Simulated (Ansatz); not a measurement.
C₃H₁₀Si₂, SMILES `[SiH3]/C=C/C[SiH3]`, relaxed with RKS PBE0-D4/def2-TZVP in Ansatz 0.2.0 from a PBE-D4/def2-SVP geometry. The force threshold is 0.005 eV/Å; the program also tests the step.

Total charge 0; spin multiplicity 1.

Start:

```xyz
15

Si    2.676    0.904   -0.328
C     1.134   -0.130   -0.560
C    -0.121    0.366   -0.451
C    -1.392   -0.415   -0.576
Si   -2.160   -0.761    1.141
H     3.536    0.904   -1.567
H     2.275    2.321   -0.011
H     3.528    0.376    0.799
H     1.246   -1.204   -0.804
H    -0.249    1.440   -0.208
H    -2.153    0.144   -1.164
H    -1.225   -1.391   -1.078
H    -3.494   -1.443    0.984
H    -2.359    0.534    1.882
H    -1.241   -1.643    1.940
```

```
step  energy (eV)  largest force (eV/Å)  largest move (Å)
   1  -19019.6641                 0.501             0.000
   2  -19019.7200                 0.145             0.041
   3  -19019.7237                 0.087             0.021
   4  -19019.7242                 0.040             0.024
   5  -19019.7245                 0.008             0.008
   6  -19019.7245                 0.011             0.003
   7  -19019.7245                 0.005             0.002
   8  -19019.7245                 0.005             0.004
```

End:

```xyz
15

Si    2.642    0.895   -0.322
C     1.120   -0.134   -0.554
C    -0.115    0.361   -0.443
C    -1.379   -0.412   -0.571
Si   -2.133   -0.751    1.127
H     3.489    0.893   -1.547
H     2.235    2.293   -0.015
H     3.482    0.378    0.793
H     1.225   -1.193   -0.793
H    -0.237    1.417   -0.200
H    -2.120    0.144   -1.155
H    -1.209   -1.370   -1.070
H    -3.454   -1.420    0.978
H    -2.321    0.528    1.861
H    -1.226   -1.628    1.912
```

Hardware: 4 threads of an Arm Neoverse V1 on a shared host. Wall time 41 s, peak host memory 0.67 GiB.
